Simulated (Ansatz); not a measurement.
SiF2, SMILES F[Si]F (connectivity only; charge and spin as stated), neutral, multiplicity 1.

The structure is a stationary point at TPSSh-D3(BJ)/def2-TZVP. The isomer is the one that the SMILES or the coordinates give; other isomers of the formula were not compared.

Two levels are set side by side: PBE/def2-TZVPD (Ansatz, a program for electronic structure) and PBE0/def2-TZVPD (Ansatz). Energy differences of separate SCF runs at the same geometry; the states with an electron removed or added have multiplicity 2 and 2. Differences are taken from unrounded values.

```tsv
quantity	PBE0	PBE	PBE minus PBE0
vertical ionisation energy (eV)	11.03	10.90	-0.13
vertical singlet–triplet gap (eV)	3.05	3.13	0.08
```
